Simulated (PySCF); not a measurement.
Gas-phase reaction: 2 GeH₄ → Ge₂H₆ + 2 H

Method: PySCF energies plus ideal-gas RRHO corrections (1 bar). † marks an energy on the PBE0/def2-TZVP geometry and frequencies; other levels use their own. MP2 and CCSD(T) freeze the core. 6-31G* has spherical d functions here. Open shells (unrestricted): H (multiplicity 2); the rest are closed-shell singlets. B3LYP is the form with VWN-RPA correlation. Ge: all electrons, no relativistic terms. MP2 isn't extrapolated to the basis-set limit. CCSD(T) isn't extrapolated to the basis-set limit.

```
level              ΔH°(298 K), kJ
-----------------  --------------
B3LYP/def2-TZVP†                …
BLYP/def2-TZVP†               424
CCSD(T)/def2-SVP†               …
HF/6-31G*                       …
HF/def2-TZVP†                 337
MP2/def2-SVP†                 386
MP2/def2-TZVPP†                 …
PBE0/def2-QZVP†               401
r2SCAN/def2-TZVP†             409
LDA/def2-TZVP†                434
```

Problem. Complete the blanks.

Solution. 
- B3LYP/def2-TZVP†, ΔH°(298 K), kJ: 429
- CCSD(T)/def2-SVP†, ΔH°(298 K), kJ: 413
- HF/6-31G*, ΔH°(298 K), kJ: 327
- MP2/def2-TZVPP†, ΔH°(298 K), kJ: 392
